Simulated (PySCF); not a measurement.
Structure elucidation problem

The spectra below were simulated for a compound C7H4O3.

¹H NMR (400 MHz, computed): δ 9.69 (s, 1H), 6.31 (d, J = 2.6 Hz, 1H), 6.28 (br s, 1H), 3.02 (d, J = 2.6 Hz, 1H).

¹³C{¹H} NMR (computed): δ 247.6 (C), 192.1 (CH), 166.4 (C), 98.1 (CH), 97.5 (C), 95.5 (CH), 78.6 (C).

Calculated, not measured (PySCF 2.14): geometry from GFN2-xTB, NMR shieldings at PBE0/pcSseg-1/GIAO, couplings computed with B3LYP/pcJ-1 (without the spin–dipole term). One computed conformer, no relativistic terms, in vacuum.

Chemical shifts δ = σref − σ; TMS for ¹H, ¹³C, all at this level.

Deduce the structure.

## Answers


- The formula gives 6 degrees of unsaturation (no ring in the answer).
- 7 carbon signals for 7 carbons: no two carbons are equivalent.
- Carbon types of the structure: 4 × C, 3 × CH, leaving 1 H on heteroatoms.
- δC 247.6: central carbon of an allene; the central sp carbon of an allene is among the most deshielded carbons of hydrocarbons.
- δC 192.1: aldehyde carbonyl carbon; the double bond to the heteroatom, with no lone-pair donor beside it, deshields it most.
- δC 166.4: carboxylic acid carbon; it is a carbonyl in resonance with an O or N lone pair, the region of acids, esters and amides.
- δC 98.1, 97.5: terminal carbon of a cumulated C=C=C unit.
- δC 95.5: terminal alkyne carbon; sp carbons lie upfield of alkene carbons because the cylindrical π system leaves one tensor component strongly shielded.
- δC 78.6: alkyne carbon; sp carbons lie upfield of alkene carbons because the cylindrical π system leaves one tensor component strongly shielded.
- δH 9.69: hydrogen on an aldehyde carbonyl carbon; the C=O anisotropy and electron withdrawal place aldehyde protons far downfield.

Structure: SMILES C#CC(=C=CC(=O)O)C=O.

The data come from this structure; uniqueness wasn't tested.

The OH or NH signal is concentration- and solvent-dependent in practice; the value given is the gas-phase one. Splittings below 1 Hz are ignored in the labels, and close J values are merged. Shifts are as computed. Against solution values, carbons near 30 ppm lie about +3 ppm off and those near 130 ppm about +5 ppm. Of 1211 compounds with measured shifts, 218 miss one by over three times the rms of a fit or turn the order of signals round; such compounds aren't used in these exercises. The C=O carbon of an acid or of an amide with N–H lies up to 10 ppm further downfield in solution, through hydrogen bonding that the calculation lacks.
